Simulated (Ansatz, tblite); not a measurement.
Cost and result up the ladder for Li₅H₈⁺ (the lowest singlet isomer of a short search) (13 atoms). The state is a singlet with charge 1. Geometry: r2SCAN-D4/def2-TZVP.

| atom | x (Å) | y (Å) | z (Å) |
| --- | --- | --- | --- |
| Li1 | 0.090 | -1.686 | -1.700 |
| Li2 | -0.018 | -0.832 | 1.292 |
| Li3 | -1.480 | -0.058 | -0.497 |
| Li4 | -0.110 | 1.698 | 1.683 |
| Li5 | 1.390 | 0.862 | -0.784 |
| H6 | -0.635 | -1.703 | -0.133 |
| H7 | 0.197 | 3.377 | 2.888 |
| H8 | 1.212 | 0.701 | 0.964 |
| H9 | 0.654 | -2.921 | -3.292 |
| H10 | -1.293 | 0.552 | 1.165 |
| H11 | -0.550 | 3.327 | 2.913 |
| H12 | 0.088 | 0.118 | -1.714 |
| H13 | 0.454 | -3.433 | -2.784 |

Ansatz on 4 threads of Arm Neoverse V1 on a shared host; xTB runs through tblite on one thread. Times are rough, summed over both states, and most runs start from the orbitals of an earlier one. PBE0-D4/def2-TZVP serves as the yardstick here, not as an exact answer. The other state is a triplet.

The xTB rows come from tblite. In the singlet, H9 and H13 lie 0.75 Å apart, H7 and H11 lie 0.75 Å apart (atoms count from 1), so H2 has formed as a molecule. The structure comes from a short search, and lower isomers may exist.

xTB has no spin-polarisation term.

| level | functions | wall time |
| --- | --- | --- |
| GFN2-xTB | 28 | 0.009 s |
| GFN1-xTB | 36 | 0.01 s |
| PBE-D4/def2-TZVP | 118 | 2.7 s |
| PBE0-D4/def2-TZVP | 118 | 4.8 s |
| r2SCAN-D4/def2-TZVP (with forces) | 118 | 5.7 s |

Problem. Estimate what each level gives for the vertical triplet (eV).

Solution. 
```
                            level  vertical triplet (eV)  difference from PBE0-D4/def2-TZVP (eV)
                         GFN2-xTB                   4.98                                    0.44
                         GFN1-xTB                   3.70                                   -0.84
                 PBE-D4/def2-TZVP                   4.06                                   -0.48
                PBE0-D4/def2-TZVP                   4.54                                    0.00
r2SCAN-D4/def2-TZVP (with forces)                   4.33                                   -0.21
```
